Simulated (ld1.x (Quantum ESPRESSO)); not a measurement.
## Ranking TM semilocal potentials for Hf (Z = 72)

All share these settings but for the change named:

```json
{
 "Element": "hafnium",
 "Generator": "ld1.x (Quantum ESPRESSO) 7.5",
 "Type": "norm-conserving Troullier–Martins (semilocal form)",
 "Functional": "PBE",
 "Relativity": "scalar-relativistic",
 "Frozen core": "[Kr] 4d10 4f14 5s2",
 "Valence charge": "10",
 "Reference configuration": "5p6 5d2 6s2 6p0",
 "Partial waves": "6s (bound): rc 2.20 bohr; 5p (bound): rc 1.20 bohr; 5d (bound): rc 2.15 bohr",
 "Local potential": "the d channel",
 "Core correction": "none"
}
```

Test errors are all-electron minus pseudo excitation energies from the reference, over 5p6 5d2 6s1 6p0; 5p6 5d2 6s0 6p0; 5p6 5d1 6s0 6p0; 5p6 5d3 6s1 6p0; 5p6 5d2.5 6s1.5 6p0; 5p6 5d2 6s1 6p1; 5p6 5d1 6s2 6p0. None of these files shows a bound ghost.

The base gives 66.7 meV.

Of 10 variants that were run, those that failed, showed a ghost or another fault, or gave nearly equal values are left out.

In the semilocal form every listed channel keeps its own potential, so the choice of the local channel does not act on these tests. It acts once the file is put into the separable form.

A variant can come out equal or close to the base, since the largest error may sit in a test that the change hardly touches while other tests move.

Task: Rank these variants by their largest absolute test error, smallest first.
A. functional PBEsol
B. local potential the p channel
C. all radii scaled by about 0.90 (s 1.98, p 1.08, d 1.94 bohr)

Result: A (22.9 meV), B (66.7 meV), C (158.2 meV).
